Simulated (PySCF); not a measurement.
Species: C₃H₁₁NSi₂.
SMILES with atom numbers: `[CH3:1][Si:2]1([NH2:3])[CH2:4][SiH2:5][CH2:6]1` (hydrogens: H7, H8, H9 on C1; H10, H11 on N3; H12, H13 on C4; H14, H15 on Si5; H16, H17 on C6)

Cartesian coordinates in Å at the GFN2-xTB level; atoms count from 1:
```xyz
17
C3H11NSi2 angstrom
C     -1.707   -1.353   -0.396
Si    -0.554    0.053    0.139
N     -1.519    1.175    1.034
C      0.611    0.715   -1.249
Si     2.174    0.217   -0.259
C      1.021   -0.425    1.128
H     -2.437   -1.009   -1.121
H     -2.246   -1.753    0.456
H     -1.147   -2.163   -0.849
H     -1.073    1.990    1.422
H     -2.434    1.415    0.690
H      0.516    0.228   -2.216
H      0.527    1.784   -1.435
H      3.025    1.348    0.125
H      2.989   -0.818   -0.899
H      1.123   -1.485    1.343
H      1.124    0.093    2.077
```

Theory: TDDFT B3LYP/def2-SVPD, vertical, gas phase, core orbitals frozen in the response in PySCF 2.14.0, density-fitted response routines.

Transition dipole moments from the ground state, in atomic units and in the frame of the coordinates above (overall signs are arbitrary), for the states with f of 0.002 or more among the lowest 7:

| state | E (hartree) | μx | μy | μz |
| --- | --- | --- | --- | --- |
| S1 | 0.2185 | -0.243 | -0.229 | 0.362 |
| S2 | 0.2358 | 0.697 | -0.094 | -0.043 |
| S3 | 0.2408 | 0.141 | -0.130 | -0.031 |
| S4 | 0.2459 | -0.298 | 0.047 | -0.117 |
| S5 | 0.2478 | -0.161 | -0.045 | -0.087 |
| S6 | 0.2505 | -0.409 | -0.052 | 0.239 |
| S7 | 0.2604 | -0.100 | 0.150 | -0.235 |

Q: What oscillator strength does each state have?

A: f = (2/3) ΔE |μ|² with ΔE in hartree (27.2114 eV).

```tsv
state	|μ|² (au)	|μ| (D)	f
S1	0.242	1.25	0.035
S2	0.497	1.79	0.078
S3	0.038	0.49	0.006
S4	0.105	0.82	0.017
S5	0.036	0.48	0.006
S6	0.227	1.21	0.038
S7	0.088	0.75	0.015
```

Q: What angle do the transition dipoles of S4 and S6 make?

A: |cos θ| = |μa·μb| / (|μa| |μb|) = 0.59, so θ ≈ 54° (taken between 0 and 90°, since the signs are arbitrary).

Q: What peak molar absorption coefficient would the strongest computed level give as a lone Gaussian band 0.4 eV wide at half height?

A: ε(max) = 2.175×10⁸ f / FWHM, with the width in cm⁻¹. S2: 2.175×10⁸ × 0.0781 / 3226 ≈ 5300 L mol⁻¹ cm⁻¹.

One conformer stands for the species.

Without π bonds the low states may be Rydberg-like; a valence basis with one diffuse set may place them up to an eV too high.
